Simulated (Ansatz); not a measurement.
Correlation energies of CH5FNOSi (`CO[Si](N)F`) radical by basis set

Cartesian coordinates in Å:
```
C -0.033 0.794 -1.394
O 0.849 0.827 -0.284
Si 0.508 0.256 1.201
N 0.032 -1.390 1.106
F -0.774 0.990 1.832
H -0.746 1.620 -1.339
H 0.562 0.900 -2.302
H -0.585 -0.150 -1.436
H 0.689 -2.066 0.746
H -0.502 -1.780 1.869
```

Charge 0, multiplicity 2. The structure was optimised at the PBE0-D4/def2-TZVP level. It is one conformer, not always the lowest. Frozen core, unrestricted reference, Ansatz 0.2.0. CBS rows extrapolate triple and quadruple zeta; past MP2 they add the triple-zeta difference.

```tsv
basis	HF (Eh)	MP2 corr.
def2-TZVPP	-558.69863	-0.96704
def2-QZVPP	-558.72190	-1.04594
```

Problem. Estimate the CCSD correlation energy and the (T) correction in each basis where they were run (hartree).

Solution. 
| basis | CCSD corr. | (T) |
| --- | --- | --- |
| def2-TZVPP | -0.99374 | -0.03491 |
| CBS(def2) | -1.13109 | as TZ |
